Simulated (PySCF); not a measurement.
C3H4O2Si, SMILES O1[SiH2]C=CC1=O.

The structure is a stationary point at PBE-D3(BJ)/def2-SVP. The structure was generated by enumeration, and PubChem lists no compound with its InChIKey, so it may never have been made.

Two levels are set side by side: TDDFT-PBE/def2-SVPD (PySCF) and TDDFT-PBE0/def2-SVPD (PySCF). Vertical, same geometry. The lowest singlet is HOMO→LUMO 100 % with PBE and HOMO→LUMO 97 % with the other functional; states are paired by order. Differences are taken from unrounded values.

```csv
quantity,TDDFT-PBE0,TDDFT-PBE,TDDFT-PBE minus TDDFT-PBE0
lowest singlet excitation (eV),4.43,3.74,-0.68
lowest triplet excitation (TDA) (eV),3.75,3.39,-0.36
first bright state (f over 0.05) (eV),6.06,5.91,-0.16
its oscillator strength,0.16,0.19,0.03
```

Functionals without exact exchange tend to place singlet excitations lower, as here. Differences between two approximate levels are no errors against the true value.

Rough cost on one machine, each run with all the roots and properties that it gave: TDDFT-PBE0 against TDDFT-PBE about 3 times.
